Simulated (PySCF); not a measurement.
CH6Cl2OSi2, SMILES C[Si](Cl)(Cl)O[SiH3]. Atoms are numbered in the order given.

```xyz
12

C      1.9949    -1.3490    -0.3865
Si     0.5750    -0.2465     0.0493
Cl     1.0355     1.7361    -0.3531
Cl     0.1362    -0.3876     2.0696
O     -0.7629    -0.6509    -0.8084
Si    -2.3140    -0.1108    -1.1383
H      1.7368    -2.3969    -0.1688
H      2.8878    -1.0764     0.1954
H      2.2280    -1.2561    -1.4585
H     -2.8311     0.6815     0.0113
H     -2.2924     0.7319    -2.3642
H     -3.1690    -1.3055    -1.3619
```
Charge 0, spin multiplicity 1.

Geometry optimised at B3LYP-D3(BJ)/def2-SVP. Other conformers were not sampled.

Two levels are set side by side: PBE/pcSseg-1 (PySCF) and PBE0/pcSseg-1 (PySCF). GIAO shifts against H2O (¹⁷O), HCl (³⁵Cl), TMS (²⁹Si), TMS (¹H), TMS (¹³C) at the same level; non-relativistic, no solvent, atoms listed together averaged. Without spin–orbit terms, shifts of atoms bonded to Cl or Br come out too high at both levels. Differences are taken from unrounded values.

```tsv
quantity	PBE0
δ(¹³C) of C1 (ppm)	9.1
δ(²⁹Si) of Si2 (ppm)	9.9
δ(¹⁷O) of O5 (ppm)	77.1
δ(²⁹Si) of Si6 (ppm)	-34.0
```

Task: What does PBE give, and how far is it from PBE0? (The exact figures need the calculation; the answer reports its results.)

Result: 
```tsv
quantity	PBE	PBE minus PBE0
δ(¹³C) of C1 (ppm)	9.7	0.7
δ(²⁹Si) of Si2 (ppm)	9.8	-0.1
δ(¹⁷O) of O5 (ppm)	90.0	12.9
δ(²⁹Si) of Si6 (ppm)	-35.9	-1.9
```

Rough cost on one machine, each run with all the roots and properties that it gave: PBE0 against PBE within a factor of 2.
